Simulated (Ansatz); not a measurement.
Reaction (formal exchange of groups at a C–C bond): `C[CH]([GeH3])C#N` + `[SiH3][GaH2]` → `N#C[SiH2][GaH2]` + `C[CH2][GeH3]`

Isolated molecules relaxed with PBE0-D4/def2-TZVP in Ansatz; ΔE leaves out vibrations. CCSD(T)/CBS is the MP2 limit (def2-TZVPP, def2-QZVPP) plus CCSD(T) − MP2 in def2-TZVPP, frozen cores. DFT in def2-TZVPP. For Ga, Ge outer-core shells are correlated without core-valence functions, which leaves a few kJ/mol of doubt a bond. Scalar relativity is left out up to krypton.

`C[CH]([GeH3])C#N`:

Cartesian coordinates in Å:
```
C 0.345 -0.564 -1.321
C 0.291 0.467 -0.191
Ge -0.137 -0.383 1.557
C -0.677 1.508 -0.448
N -1.473 2.319 -0.640
H 0.606 -0.091 -2.270
H 1.093 -1.326 -1.101
H -0.620 -1.058 -1.446
H 1.269 0.943 -0.067
H -0.147 0.681 2.660
H 0.956 -1.431 1.828
H -1.506 -1.064 1.439
```

`[SiH3][GaH2]`:

Cartesian coordinates in Å:
```
Si 0.944 -0.129 0.404
Ga -1.270 0.186 -0.505
H 1.041 -1.395 1.183
H 1.375 0.991 1.285
H 1.922 -0.221 -0.720
H -2.051 -1.030 -1.127
H -1.961 1.598 -0.520
```

`N#C[SiH2][GaH2]`:

Cartesian coordinates in Å:
```
N -2.449 0.902 -1.471
C -1.741 0.549 -0.632
Si -0.541 -0.021 0.656
Ga 1.662 -0.320 -0.305
H -1.102 -1.283 1.205
H -0.565 1.013 1.723
H 2.814 -0.802 0.645
H 1.922 -0.040 -1.822
```

`C[CH2][GeH3]`:

Cartesian coordinates in Å:
```
C -1.181 -0.803 0.203
C -0.495 0.448 -0.325
Ge 1.435 0.468 0.018
H -1.056 -0.903 1.285
H -2.255 -0.787 -0.001
H -0.774 -1.708 -0.256
H -0.921 1.347 0.130
H -0.641 0.546 -1.404
H 2.102 -0.749 -0.651
H 1.703 0.391 1.534
H 2.083 1.751 -0.533
```

```
  level  ΔE (kJ/mol)
PBE0-D4        -37.4
 B2PLYP        -44.7
```

Problem. What does CCSD(T)/CBS give? (Estimate.)

Solution. The calculation gave: -44.6 kJ/mol. The listed levels differ from it by 7.2, -0.1 kJ/mol.

Largest T1 diagnostic among the species: 0.014.
